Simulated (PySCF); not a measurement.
Working out the ionisation energy of Bi²⁺

Bi²⁺ [Xe] 4f14 5d10 6s2 6p1 (2P) → Bi³⁺ [Xe] 4f14 5d10 6s2 (1S). Computed with PySCF 2.14 in aug-cc-pVTZ-PP with one added diffuse shell each of d, f type with ECP60MDF (6s5p5d3f, 67 functions), with a scalar-relativistic core potential. Frozen: 5s2 5p6 5d10. Energies in hartree (1 hartree = 27.21139 eV):

```csv
part,Bi²⁺ (lower),Bi³⁺ (upper)
UHF,-212.729645,-211.882877
MP2 opposite-spin,-0.025785,-0.020692
MP2 same-spin,-0.002094,0.000000
```

Q: What does Hartree-Fock give?

A: (-211.882877) − (-212.729645) = 0.846768 hartree = 23.042 eV.

Q: What do MP2 and SCS-MP2 (6/5 opposite-spin, 1/3 same-spin) give?

A: The opposite-spin parts differ by 0.139 eV and the same-spin parts by 0.057 eV. MP2: 23.042 + (0.139) + (0.057) = 23.238 eV. SCS-MP2: 23.042 + 1.2 × (0.139) + (0.057)/3 = 23.228 eV.

Reference: 25.571 eV (measured; NIST Atomic Spectra Database, ionization energies), between the lowest levels; spin-orbit coupling is absent from the calculation.

What remains against the reference includes basis incompleteness, the frozen core and correlation beyond second order.
